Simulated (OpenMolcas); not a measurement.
# Lines of Mo II: computed and rescaled rates

```
Program             : OpenMolcas 26.06
Method              : SS-CASPT2, IPEA 0.25 Eh, imaginary shift 0.1 Eh (closed shells correlated: 4s 4p)
Basis               : ANO-RCC-VQZP [8s7p5d3f2g1h]
Scalar Hamiltonian  : DKH2, point nucleus
Active space        : 5 electrons in 11 orbitals (4d 5s 5d)
State averaging     : 2S+1 = 6 even, 6 roots; 2S+1 = 4 even, 17 roots kept (CI in the orbitals of an earlier block)
Spin-orbit coupling : RASSI with atomic mean-field integrals over the reference wave functions, term energies averaged over their components
```

Rates come from the transition moments of the reference wave functions (E1 and E2 in the length form). At fixed line strength A goes as λ^-3 for E1 and M1 and as λ^-5 for E2, so a rate at the computed wavelength can be rescaled to the measured one. Measured vacuum wavelengths follow from level energies in NIST Handbook of Basic Atomic Spectroscopic Data. Branching counts decays inside the model space alone, at computed energies, and the table is only a selection of the E2 and M1 lines, drawn from those between levels with measured partners whose computed energy lies within a factor of 1.5 of the measured one.

```json
{"Upper": "4d⁴ 5s ⁶D_9/2", "Lower": "4d⁵ ⁶S_5/2", "Type": "E2", "λ computed (nm)": "720", "λ measured (nm)": "742.9", "A computed (s-1)": "3.34e-01", "A rescaled (s-1)": "2.86e-01", "Branching %": "97.9"}
{"Upper": "4d⁴ 5s ⁶D_7/2", "Lower": "4d⁵ ⁶S_5/2", "Type": "E2", "λ computed (nm)": "753.4", "λ measured (nm)": "775.2", "A computed (s-1)": "2.67e-01", "A rescaled (s-1)": "2.32e-01", "Branching %": "97.6"}
{"Upper": "4d⁴ 5s ⁶D_5/2", "Lower": "4d⁵ ⁶S_5/2", "Type": "E2", "λ computed (nm)": "782.6", "λ measured (nm)": "805.3", "A computed (s-1)": "2.20e-01", "A rescaled (s-1)": "1.91e-01", "Branching %": "97.7"}
{"Upper": "4d⁴ 5s ⁶D_3/2", "Lower": "4d⁵ ⁶S_5/2", "Type": "E2", "λ computed (nm)": "805.4", "λ measured (nm)": "831", "A computed (s-1)": "1.90e-01", "A rescaled (s-1)": "1.62e-01", "Branching %": "97.9"}
{"Upper": "4d⁴ 5s ⁶D_1/2", "Lower": "4d⁵ ⁶S_5/2", "Type": "E2", "λ computed (nm)": "819.9", "λ measured (nm)": "848.7", "A computed (s-1)": "1.74e-01", "A rescaled (s-1)": "1.46e-01", "Branching %": "100.0"}
{"Upper": "4d⁴ 5s ⁶D_9/2", "Lower": "4d⁴ 5s ⁶D_7/2", "Type": "M1", "λ computed (nm)": "16220", "λ measured (nm)": "17850", "A computed (s-1)": "7.05e-03", "A rescaled (s-1)": "5.29e-03", "Branching %": "2.1"}
{"Upper": "4d⁴ 5s ⁶D_7/2", "Lower": "4d⁴ 5s ⁶D_5/2", "Type": "M1", "λ computed (nm)": "20200", "λ measured (nm)": "20700", "A computed (s-1)": "6.32e-03", "A rescaled (s-1)": "5.87e-03", "Branching %": "2.3"}
{"Upper": "4d⁴ 5s ⁶D_3/2", "Lower": "4d⁵ ⁶S_5/2", "Type": "M1", "λ computed (nm)": "805.4", "λ measured (nm)": "831", "A computed (s-1)": "3.38e-03", "A rescaled (s-1)": "", "Branching %": "1.7"}
{"Upper": "4d⁴ 5s ⁶D_5/2", "Lower": "4d⁴ 5s ⁶D_3/2", "Type": "M1", "λ computed (nm)": "27640", "λ measured (nm)": "26090", "A computed (s-1)": "3.06e-03", "A rescaled (s-1)": "3.64e-03", "Branching %": "1.4"}
{"Upper": "4d⁴ 5s ⁶D_5/2", "Lower": "4d⁵ ⁶S_5/2", "Type": "M1", "λ computed (nm)": "782.6", "λ measured (nm)": "805.3", "A computed (s-1)": "2.01e-03", "A rescaled (s-1)": "", "Branching %": "0.9"}
```

Spin-changing lines and M1 lines between different terms are not rescaled, since their strength hangs on the term gaps too.

The largest correction is for 4d⁴ 5s ⁶D_9/2 → 4d⁴ 5s ⁶D_7/2 (M1): 7.05e-03 × (16220 / 17850)^3 = 5.29e-03 s-1, a factor of 0.75.

The computed rate and branching of 4d⁴ 5s ⁶D_1/2 → 4d⁵ ⁶S_5/2 give the upper level a radiative lifetime of 1.000 / 1.74e-01 s-1 = 5.75e+00 s, counting decays inside the model space alone. The rescaled rate gives about 6.8e+00 s.

These are rates of the free ion; in crystals, glasses and complexes forced electric-dipole and non-radiative decay shorten such lifetimes by orders of magnitude. No measured rate stands beside these. Rescaling mends the energy factor alone: line strengths can still be far off where a level mixes with configurations outside the active space, and weak or spin-changing lines hang on small mixing coefficients that depend on the term gaps too, so rescaling need not improve them.

Term energies are means over components that CASPT2 splits; among the terms shown or strongly mixed into the levels shown the widest spread is 62 cm-1 (4d⁴ 5s ⁶D). Active for correlation alone: 5d; no level in the range computed is led by a configuration that fills it, so any true level of that kind is missing. Measured partners are found by configuration, term and J. A level has none where our copy of the source lacks it or the pairing is in doubt (some pairs that miss far off the trend of their configuration count as doubtful). Only configurations of the active space appear.
